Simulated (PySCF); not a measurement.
Computed properties of Sb(Cl)2(OMe) (CH₃Cl₂OSb), SMILES C[O][Sb]([Cl])[Cl]

CH3Cl2OSb, SMILES [Cl][Sb]([Cl])[O]C. Geometry: PBE0-D3(BJ)/def2-SVP. The structure was generated by enumeration; whether it is a known compound was not checked. The def2 effective core potentials stand for the cores of Sb; spin–orbit coupling is left out. Other conformers were not sampled. All values are computed for the isolated molecule unless a solvent is named; none is compared with measurement here.

**Structure.** The optimised structure has Cs symmetry. All 18 harmonic modes at PBE0-D3(BJ)/def2-SVP (PySCF) are real, so it is a minimum. With heavy atoms numbered as in [Sb:1]([Cl:2])([Cl:3])[O:4][CH3:5], the shortest bond between them is O4–C5 at 1.409 Å and the longest Sb1–Cl3 at 2.379 Å.

**Vibrations.** The strongest infrared lines (harmonic, unscaled, degenerate partners summed) lie at 1122 cm⁻¹ (193 km/mol, O 52 %, C 45 %), 358 cm⁻¹ (72 km/mol, Cl 75 %, Sb 25 %), 567 cm⁻¹ (59 km/mol, O 68 %, Sb 13 %, C 12 %). The softest mode is at 82 cm⁻¹ and the zero-point energy is 27.7 kcal/mol.

**Electronic structure.** r2SCAN/def2-TZVP (PySCF) places the frontier levels at -7.28 and -2.33 eV, a gap of 4.95 eV, and gives a dipole moment of 1.75 D and a mean polarisability of 78.4 bohr³. PBE/def2-TZVP (PySCF) at the same geometry gives -6.93 and -2.48 eV, so its gap is 0.50 eV narrower. An orbital gap is neither the optical nor the fundamental gap.

**Excitations.** TDA-M06-2X/def2-SVPD (PySCF) has S1 at 5.99 eV (207 nm, f = 0.069, bright); the most intense of the 10 singlets computed lies at 6.00 eV (f = 0.12). T1 (TDA) is at 4.62 eV, 1.37 eV under S1. TDA-PBE/def2-SVPD (PySCF) puts S1 at 4.43 eV. No vertical singlet excitation falls in the visible range (under 3.1 eV).
